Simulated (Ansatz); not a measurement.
Wavefunction ladder for H6O2SiSn, SMILES `O[SiH2][O][SnH3]`

```xyz
10

O     1.307   -0.556   -1.570
Si    0.881    0.834   -0.793
O    -0.522    0.701    0.010
Sn   -1.179   -0.582    1.350
H     0.817   -0.786   -2.360
H     0.721    1.941   -1.770
H     2.011    1.078    0.137
H    -1.845   -1.884    0.477
H    -2.349    0.296    2.216
H     0.157   -1.042    2.303
```

The species carries charge 0 and has multiplicity 1. Correlated methods include outer-core shells of Sn, which these sets cover unevenly. Sn takes the def2 core potential. Geometry: relaxed with PBE0-D4/def2-TZVP. It is one conformer, not always the lowest. Frozen core, restricted reference, Ansatz 0.2.0.

```json
{"basis": "def2-SVP", "HF (Eh)": "-655.36417", "MP2 corr.": "?", "CCSD corr.": "?", "(T)": "-0.01399", "CCSD(T) total": "?"}
{"basis": "def2-TZVPP", "HF (Eh)": "?", "MP2 corr.": "-0.93568", "CCSD corr.": "-0.96079", "(T)": "-0.03066", "CCSD(T) total": "?"}
{"basis": "def2-QZVPP", "HF (Eh)": "?", "MP2 corr.": "-1.19694", "CCSD corr.": "–", "(T)": "–", "CCSD(T) total": "–"}
```

Question: Fill in the withheld values. (An estimate is asked.)

Answer: Ansatz gave: def2-SVP MP2 corr.: -0.58793; def2-SVP CCSD corr.: -0.63052; def2-SVP CCSD(T) total: -656.00868; def2-TZVPP HF (Eh): -655.68554; def2-TZVPP CCSD(T) total: -656.67699; def2-QZVPP HF (Eh): -655.70535.
